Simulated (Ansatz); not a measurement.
Geometry optimisation, RKS PBE/def2-SVP in Ansatz.

Input file:

```yaml
crystal:
  periodic: [false, false, false]
  atoms:
    - { symbol: Ta, position_ang: [0.0, 0.0, 0.0] }
    - { symbol: "N", position_ang: [2.16, 0.0, 0.0] }
    - { symbol: H, position_ang: [2.69, -0.5118, 0.762] }
    - { symbol: H, position_ang: [2.69, 0.5118, -0.762] }
    - { symbol: F, position_ang: [0.0, 0.0, 1.93] }
    - { symbol: Cl, position_ang: [0.0, 0.0, -2.47] }
    - { symbol: Cl, position_ang: [-1.235, 2.139, 0.0] }
    - { symbol: Cl, position_ang: [-1.235, -2.139, 0.0] }
basis:
  gaussian: { orbitals: def2-SVP }
hamiltonian:
  xc: pbe
relax:
  f_tol: 0.02
  max_steps: 40
output:
  orbitals: {}
```

Command:

```bash
$ ansatz run input.yaml --threads 4 --pin off --max-ram 5120MiB --backend cpu --events-out ev --progress --plain --runs-dir out
```

Where does it end, and by what steps?

The forces met the threshold. After 6 steps the energy has fallen by 1.104 eV; H3 moved furthest, 0.52 Å.

```
step  energy less start (eV)  largest force component (eV/Å)  accepted
   0                  0.0000                           2.769       yes
   1                 -0.9043                           0.746       yes
   2                 -1.0180                           0.731       yes
   3                 -1.0562                           1.256       yes
   4                 -1.0960                           0.430       yes
   5                 -1.1041                           0.089       yes
   6                 -1.1044                           0.007       yes
```

```xyz
8
Properties=species:S:1:pos:R:3
Ta -0.014 -0.002 -0.040
N 1.952 0.000 -0.022
H 2.482 -0.041 0.856
H 2.555 0.040 -0.849
F 0.204 -0.091 1.845
Cl 0.171 0.107 -2.381
Cl -1.142 2.020 0.120
Cl -1.138 -2.032 -0.070
```

Whether the end is a true minimum wasn't checked by a vibrational analysis.

Run time: 13 s on 4 threads of Arm Neoverse V2, with other jobs on the host, peak memory 0.2 GiB.
